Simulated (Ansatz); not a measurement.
`N#C[SiH2]P` + H₂Se → `P[SeH]` + `N#C[SiH3]` at 500 K and 1 bar (cleavage of the P–Si bond).

Computed with Ansatz on PBE0-D4/def2-TZVP structures; ΔE is electronic, products minus reactants. CCSD(T)/CBS is the MP2 limit (def2-TZVPP, def2-QZVPP) plus CCSD(T) − MP2 in def2-TZVPP, frozen cores. This one scheme is used for every species. For Se outer-core shells are correlated without core-valence functions, which leaves a few kJ/mol of doubt a bond. Scalar relativity is left out up to krypton. One conformer a species, not always the lowest.

```tsv
species	CCSD(T)/CBS energy (Eh)	H − E (kJ/mol)	S (J/(mol·K))
`N#C[SiH2]P`	-725.16307	154.3	383.5
H₂Se	-2401.89790	53.1	237.8
`P[SeH]`	-2743.44381	93.6	313.2
`N#C[SiH3]`	-383.61554	115.3	303.3
```

H − E and S are ideal-gas, rigid-rotor, harmonic terms from PBE0-D4/def2-TZVP, for one conformer and one mirror image of each species. 1 Eh = 2625.50 kJ/mol, R = 8.31446 J/(mol·K).

Task: By hand: ΔE, ΔH, ΔS and ΔG.

Result: ΔE = (-2743.44381) + (-383.61554) − (-725.16307) − (-2401.89790) = 0.00162 Eh = 4.3 kJ/mol. Δ(H − E) = 93.6 + 115.3 − 154.3 − 53.1 = 1.5, so ΔH = 5.8 kJ/mol. ΔS = 313.2 + 303.3 − 383.5 − 237.8 = -4.8 J/(mol·K). ΔG = 5.8 − 500 × (-4.8)/1000 = 8.2 kJ/mol.

Task: By hand: the equilibrium constant, and the temperature at which ΔG would vanish if ΔH and ΔS stayed fixed.

Result: log₁₀ K = −ΔG/(RT ln 10) = -0.9. ΔH and −TΔS have one sign here, so there is no such temperature. One of them is within its doubt of zero, so this could turn.

TΔS isn't small against ΔH here. A doubt of 5 kJ/mol in ΔE shifts log₁₀ K by 0.5 here. Other conformers and mirror images would add mixing entropy, several J/(mol·K) or more a flexible species. These are equilibria of isolated gas molecules and say nothing of rates. Largest T1 diagnostic: 0.014 (customary marks: 0.02 for closed shells, 0.045 for open ones).
